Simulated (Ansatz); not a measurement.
Born–Oppenheimer molecular dynamics of F6W (7 atoms, charge 0, multiplicity 1). It starts from a relaxed structure.

Method: RKS B3LYP/def2-SVP (Ansatz).

* ensemble: NVT, Langevin thermostat
* time step: 8 fs
* steps asked: 40
* set temperature: 300 K
* friction: 0.01 /fs
* seed: 245486

First frame:

```xyz
7
Properties=species:S:1:pos:R:3
W 0.000 0.000 0.000
F 0.000 0.000 1.850
F 1.850 0.000 0.000
F 0.000 1.850 0.000
F -1.850 0.000 0.000
F 0.000 -1.850 0.000
F 0.000 0.000 -1.850
```

(1) How far do the bonds stretch over the last three quarters of this one trajectory? (Pairs bonded in most of those frames.)

Results:

(1) 
```csv
bond,mean (Å),spread (Å),shortest,longest
W1–F2,1.854,0.021,1.80,1.89
W1–F3,1.854,0.031,1.79,1.91
W1–F4,1.852,0.044,1.78,1.93
W1–F5,1.855,0.038,1.79,1.93
W1–F6,1.857,0.017,1.82,1.89
W1–F7,1.850,0.021,1.81,1.89
```

Mean temperature of the second half: 259 K. The mean temperature of the second half is 14 % below the set value. A run of 0.32 ps of so small a system gives no equilibrium averages.

Time of the run: 2.8 min on 2 threads of Arm Neoverse V1, on a shared host, peak memory 0.29 GiB.
